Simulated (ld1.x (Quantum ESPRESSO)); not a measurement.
## Cutoff test, lutetium, PAW

lutetium (Lu), PAW, made with ld1.x (Quantum ESPRESSO) 7.5 (BLYP, scalar-relativistic). Core [Kr] 4d10, reference 4f14 5s2 5p6 5d1 6s2 6p0. Waves: 5s (bound): rcut 1.55, rcutus 2.15 bohr; 6s (bound): rcut 1.55, rcutus 2.15 bohr; 5p (bound): rcut 1.85, rcutus 2.10 bohr; 6p (bound, empty): rcut 1.85, rcutus 2.10 bohr; 5d (bound): rcut 2.55, rcutus 2.80 bohr; 5d channel at 0.8 Ry: rcut 2.55, rcutus 2.80 bohr; 4f (bound): rcut 1.10, rcutus 1.40 bohr; 4f channel at 0.05 Ry: rcut 1.10, rcutus 1.40 bohr. Local part: all-electron potential smoothed inside 2.10 bohr (lloc = -2). Core correction: a·sin(br)/r model core inside 1.40 bohr. Augmentation charge: BG, radius 1.00 bohr.

The pseudo-atom Hamiltonian at the reference potential is diagonalised in spherical Bessel functions j_l(qr) that vanish at 20 bohr, with q² up to the cutoff. All-electron valence levels (Ry): 5s -4.4712, 6s -0.3331, 5p -2.3106, 6p -0.0893, 5d -0.1194, 4f -0.6886.

Task: How do the lowest levels (Ry) of each channel move with the cutoff, and are there ghosts?

Result:

```json
{"cutoff (Ry)": "8", "s #1": "-4.4498", "s #2": "-0.2866", "p #1": "-2.1848", "p #2": "-0.0700", "p #3": "0.0449", "d #1": "-0.1099", "d #2": "0.0476", "f #1": "0.0908", "f #2": "0.2097", "Σ f·Δε (mRy)": "11812.6"}
{"cutoff (Ry)": "15", "s #1": "-4.4707", "s #2": "-0.3200", "p #1": "-2.3066", "p #2": "-0.0820", "p #3": "0.0408", "d #1": "-0.1193", "d #2": "0.0467", "f #1": "0.0908", "f #2": "0.2095", "Σ f·Δε (mRy)": "10963.5"}
{"cutoff (Ry)": "30", "s #1": "-4.4711", "s #2": "-0.3329", "p #1": "-2.3105", "p #2": "-0.0892", "p #3": "0.0385", "d #1": "-0.1194", "d #2": "0.0467", "f #1": "-0.1876", "f #2": "0.0909", "Σ f·Δε (mRy)": "7016.2"}
{"cutoff (Ry)": "45", "s #1": "-4.4712", "s #2": "-0.3331", "p #1": "-2.3106", "p #2": "-0.0893", "p #3": "0.0385", "d #1": "-0.1194", "d #2": "0.0467", "f #1": "-0.6126", "f #2": "0.0908", "Σ f·Δε (mRy)": "1065.0"}
{"cutoff (Ry)": "60", "s #1": "-4.4712", "s #2": "-0.3331", "p #1": "-2.3106", "p #2": "-0.0893", "p #3": "0.0385", "d #1": "-0.1194", "d #2": "0.0467", "f #1": "-0.6800", "f #2": "0.0908", "Σ f·Δε (mRy)": "121.5"}
{"cutoff (Ry)": "90", "s #1": "-4.4712", "s #2": "-0.3331", "p #1": "-2.3106", "p #2": "-0.0893", "p #3": "0.0385", "d #1": "-0.1194", "d #2": "0.0467", "f #1": "-0.6877", "f #2": "0.0908", "Σ f·Δε (mRy)": "12.9"}
{"cutoff (Ry)": "140", "s #1": "-4.4712", "s #2": "-0.3331", "p #1": "-2.3106", "p #2": "-0.0893", "p #3": "0.0385", "d #1": "-0.1194", "d #2": "0.0467", "f #1": "-0.6885", "f #2": "0.0908", "Σ f·Δε (mRy)": "1.5"}
{"cutoff (Ry)": "200", "s #1": "-4.4712", "s #2": "-0.3331", "p #1": "-2.3106", "p #2": "-0.0893", "p #3": "0.0385", "d #1": "-0.1194", "d #2": "0.0467", "f #1": "-0.6886", "f #2": "0.0908", "Σ f·Δε (mRy)": "0.3"}
{"cutoff (Ry)": "400", "s #1": "-4.4712", "s #2": "-0.3331", "p #1": "-2.3106", "p #2": "-0.0893", "p #3": "0.0385", "d #1": "-0.1194", "d #2": "0.0467", "f #1": "-0.6886", "f #2": "0.0908", "Σ f·Δε (mRy)": "0.0"}
```

Result: no extra level below or beside the all-electron valence levels (s, p, d, f tested); 10 mRy is reached at 100 Ry and 1 mRy at 160 Ry.

Test run stopped at test 4 of 7 (negative rho).
